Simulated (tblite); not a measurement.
Task: Write a Z-matrix for `[NH][SiH2][SiH2]N([SiH3])[SiH3]` [radical] as optimised with GFN2-xTB. (Doublet state.)

Result: 
Z-matrix in Å and degrees, rows numbered from 1:
```
N 
Si  1  1.6384
Si  2  2.3884  1  104.58
N   3  1.7265  2  107.88  1    60.30
Si  4  1.7555  3  118.75  2   -81.46
Si  4  1.7486  3  119.96  2    77.98
H   1  1.0084  2  123.66  3    89.30
H   2  1.4789  1  127.93  3  -115.29
H   2  1.4670  1  110.61  3   110.11
H   3  1.4628  2  110.32  1   177.80
H   3  1.4608  2  112.04  1   -59.47
H   5  1.4572  4  110.54  3    80.55
H   5  1.4629  4  106.14  3   -41.34
H   5  1.4634  4  105.80  3  -158.48
H   6  1.4629  4  106.78  3    32.23
H   6  1.4628  4  110.45  3   -88.61
H   6  1.4611  4  107.02  3   150.52
```

N1 (nitrogen bonded to Si and H) is bent (angle 123.7°). Si6 (silicon bonded to N and 3 H) is tetrahedral (angles from 106.8° to 111.0°). Of the pairs four or more bonds apart, N1···Si5 is among the closest relative to their van der Waals radii: 3.79 Å, 104 % of the sum of Bondi's values. Si2 (silicon bonded to N, Si and 2 H) has angles from 99.9° to 127.9°.

Computed geometry: GFN2-xTB, gas phase. This method treats the open shell by occupation alone, without spin polarisation.

Point group: C1 (no symmetry element, even within 0.4 Å). Its GFN2-xTB frequencies are all real (lowest 20 cm⁻¹). Torsions: H–N1–Si2–Si3 89°, N1–Si2–Si3–N4 60°, Si2–Si3–N4–Si5 -81°. 3 starts were optimised and ended at 0.00, 0.06 and 0.72 kcal/mol (GFN2-xTB); the lowest of these is shown.

One conformer stands for the species.
